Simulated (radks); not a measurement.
Question: Radial electron density D(r) = 4 pi r^2 rho(r) of an atom or ion with 52 electrons. Method: scalar-relativistic Kohn-Sham, exchange-only LDA, spin-polarised, spherical densities, point nucleus; computed with a radial shooting solver on a logarithmic mesh with Libxc functionals.

r (bohr)   D(r) (e/bohr)    spin D(r)
0.0008561          3.887   -0.0000128
0.001115           5.950   -0.0000196
0.001452           9.010   -0.0000297
0.00189            13.46   -0.0000447
0.002461           19.75   -0.0000664
0.003205           28.31   -0.0000976
0.004207           39.74    -0.000144
0.005477           53.09    -0.000211
0.007132           67.44    -0.000316
0.009287           80.36    -0.000498
0.01209            88.58    -0.000839
0.01587            89.46     -0.00152
0.02067            84.09     -0.00275
0.02691            79.59     -0.00474
0.03505            85.53     -0.00724
0.04563            103.7     -0.00906
0.05942            119.4     -0.00761
0.07799            113.8      0.00347
0.1016             95.27       0.0484
0.1322             94.58        0.224
0.1722             107.0        0.778
0.2242             90.30         2.08
0.292              53.84         4.23
0.3832             47.41         6.54
0.499              52.80         7.22
0.6498             35.55         5.55
0.8461             14.84         2.84
1.102              5.054        0.852
1.435              1.211        0.118
1.883             0.1093      0.00429
2.452           0.002777  -0.00000148

What is the nuclear charge?

Answer: Z = 67. The innermost maximum, from 1s, lies near gamma/Z bohr with gamma = sqrt(1 - (Z/c)^2) = 0.872, here 0.013 bohr (found: 0.0142), and its height grows with Z. The density is that of the holmium ion Ho15+ in [Kr] 4d10 4f4 5s2; the configuration itself is not fixed sharply by these data, and Z only to a few units. D(r) has 4 maxima, at r = 0.0142, 0.0644, 0.176, 0.476 bohr, and minima at 0.0273, 0.116, 0.345 bohr, inside which lie 1.93, 11.14, 29.31 electrons.
